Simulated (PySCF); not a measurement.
**Calculated NMR data**

How the numbers were obtained: geometry from GFN2-xTB, GIAO PBE0/pcSseg-1 shieldings, in PySCF 2.14.0 with density-fitted response routines (one computed conformer, gas phase, equivalent nuclei averaged, no relativistic terms).

Chemical shifts δ = σref − σ; ¹H (31.72 ppm) and ¹³C (186.93 ppm) against TMS, all at this level. Splittings of carbon signals by F and P are missing where no couplings were computed. Where no couplings were computed, multiplicities follow the n + 1 count of equivalent neighbours, and m marks all less simple cases (inequivalent or close neighbours, rings, F or P nearby). Shifts are as computed. Against solution values, carbons near 30 ppm lie about +3 ppm off and those near 130 ppm about +5 ppm. Of 1211 compounds with measured shifts, 218 miss one by over three times the rms of a fit or turn the order of signals round; such compounds aren't used in these exercises.

Compound 1 (C4H10O3Si2). ¹H NMR (400 MHz, computed): δ 6.68 (m, 1H), 5.22 (t, 2H), 4.69 (s, 3H), 4.49 (m, 1H), 4.41 (m, 1H), 2.56 (t, 2H). ¹³C{¹H} NMR (computed): δ 177.9, 156.4, 95.7, 28.5. Structure: `C=CO[SiH2]CC(=O)O[SiH3]`.

Compound 2 (C5H3FO2). ¹H NMR (400 MHz, computed): δ 9.76 (s, 1H), 7.66 (m, 1H), 6.07 (m, 1H). ¹³C{¹H} NMR (computed): δ 180.2 (CH), 169.8 (C), 149.9 (C), 126.4 (CH), 94.9 (CH). Structure: `C(=O)C1=CC=C(F)O1`.

Compound 3 (C6H7N3O). ¹H NMR (400 MHz, computed): δ 8.95 (s, 1H), 3.11 (s, 3H), 3.00 (s, 3H). ¹³C{¹H} NMR (computed): δ 201.4, 164.5, 161.9, 154.6, 31.8, 22.7. Structure: `CC(=O)c1ncc(C)nn1`.

Compound 4 (C9H13N). ¹H NMR (400 MHz, computed): δ 8.86 (d, 1H), 7.92 (m, 1H), 7.66 (d, 1H), 7.26 (m, 1H), 1.38 (s, 9H). ¹³C{¹H} NMR (computed): δ 175.3, 154.0, 141.7, 126.0, 125.6, 40.0, 32.5. Structure: `C(C)(C)(C)c1ccccn1`.
